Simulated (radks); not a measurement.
Polarisability of the bismuth ion Bi5+, [Xe] 4f14 5d10, at imaginary frequency. Calculated with a radial shooting solver on a logarithmic mesh with Libxc functionals: scalar-relativistic Kohn-Sham, PBE, spin-polarised, spherical densities, finite nucleus; Fermi nuclear charge, rms radius 5.5211 fm. Response by self-consistent Sternheimer equations with the Hartree and adiabatic LDA kernel, the relativistic mass of each level held fixed and spin-orbit coupling left out.

w (hartree),alpha1(iw) (bohr^3),alpha2(iw) (bohr^5)
0.00266,2.897,7.093
0.0143,2.897,7.091
0.0360,2.896,7.083
0.0697,2.893,7.058
0.118,2.885,6.994
0.186,2.869,6.857
0.280,2.834,6.596
0.413,2.765,6.153
0.605,2.635,5.503
0.892,2.401,4.692
1.35,2.020,3.793
2.12,1.478,2.814
3.59,0.8599,1.739
6.94,0.3565,0.7406
17.5,0.09160,0.1575

Static values: alpha1 = 2.897 bohr^3 (0.4293 angstrom^3; uncoupled 4.540), alpha2 = 7.093 bohr^5, alpha3 = 20.29 bohr^7. C6 = 13.96, C8 = 144.1, triple-dipole C9 = 28.74 atomic units. One-pole (London) frequency 4 C6 / (3 alpha1^2) = 2.218 hartree, against 2.965 for minus the highest occupied eigenvalue.
